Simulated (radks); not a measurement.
Re III, configuration [Kr] 4d10 4f14 5s1 5p6 5d6 (not the ground configuration). Calculated with a radial shooting solver on a logarithmic mesh with Libxc functionals: scalar-relativistic Kohn-Sham, SCAN, spin-polarised, spherical densities, finite nucleus; open shells are filled with parallel spins first (spin-orbit coupling, left out, can overturn this in heavy ions); meta-GGA in the generalised Kohn-Sham scheme; Fermi nuclear charge, rms radius 5.3698 fm.

Local quantities along the radius. ELF = 1/(1 + alpha^2) is the electron localisation function; alpha = (tau - tau_W)/tau_unif compares the Pauli kinetic energy density with that of the uniform gas (summed over spins); -r V(r) is the screened charge that the Kohn-Sham potential of spin up presents (atomic units). tau is taken from the large components.

| r (bohr) | ELF | alpha | -r V(r) |
|---|---|---|---|
| 0.0007817 | 1.000 | 0.02244 | 74.69 |
| 0.001051 | 0.999 | 0.02348 | 74.57 |
| 0.001413 | 0.999 | 0.02529 | 74.40 |
| 0.001915 | 0.999 | 0.02837 | 74.16 |
| 0.002575 | 0.999 | 0.03328 | 73.86 |
| 0.003489 | 0.998 | 0.04172 | 73.43 |
| 0.004691 | 0.997 | 0.05613 | 72.88 |
| 0.006307 | 0.993 | 0.08314 | 72.16 |
| 0.008548 | 0.981 | 0.1408 | 71.20 |
| 0.01149 | 0.932 | 0.2696 | 70.01 |
| 0.01558 | 0.745 | 0.5857 | 68.49 |
| 0.02094 | 0.428 | 1.155 | 66.64 |
| 0.02815 | 0.340 | 1.393 | 63.88 |
| 0.03816 | 0.554 | 0.8980 | 60.96 |
| 0.0513 | 0.737 | 0.5975 | 57.30 |
| 0.06952 | 0.635 | 0.7581 | 52.72 |
| 0.09347 | 0.358 | 1.339 | 47.90 |
| 0.1257 | 0.502 | 0.9954 | 42.24 |
| 0.1703 | 0.724 | 0.6181 | 36.54 |
| 0.229 | 0.444 | 1.118 | 30.54 |
| 0.3103 | 0.339 | 1.397 | 23.97 |
| 0.4172 | 0.699 | 0.6556 | 18.33 |
| 0.561 | 0.620 | 0.7829 | 12.78 |
| 0.7603 | 0.320 | 1.456 | 9.313 |
| 1.022 | 0.460 | 1.083 | 6.526 |
| 1.385 | 0.608 | 0.8023 | 4.918 |
| 1.863 | 0.427 | 1.159 | 3.558 |
| 2.504 | 0.185 | 2.098 | 2.864 |
| 3.394 | 0.037 | 5.127 | 2.494 |
| 4.563 | 0.002 | 20.61 | 2.248 |
| 6.184 | 0.000 | 181.5 | 2.071 |

On this mesh the ELF has minima near r = 0.028, 0.093, 0.27, 0.76 bohr, which separate the shells, and maxima near 0.051 (0.74), 0.17 (0.72), 0.49 (0.71), 1.4 (0.61).

Self-consistent cycle (total energy in hartree, residual of the potential): 1: -16665.59648, 1e+01; 2: -16683.80378, 6e+00; 3: -16687.77559, 1e+00; 4: -16687.94456, 1e+00; 5: -16688.11530, 1e-01; 6: -16688.12401, 2e-02; 7: -16688.12609, 1e-02; 8: -16688.12633, 9e-04; 9: -16688.12628, 3e-04; 10: -16688.12628, 6e-05; 11: -16688.12628, 8e-06; 12: -16688.12628, 1e-06.
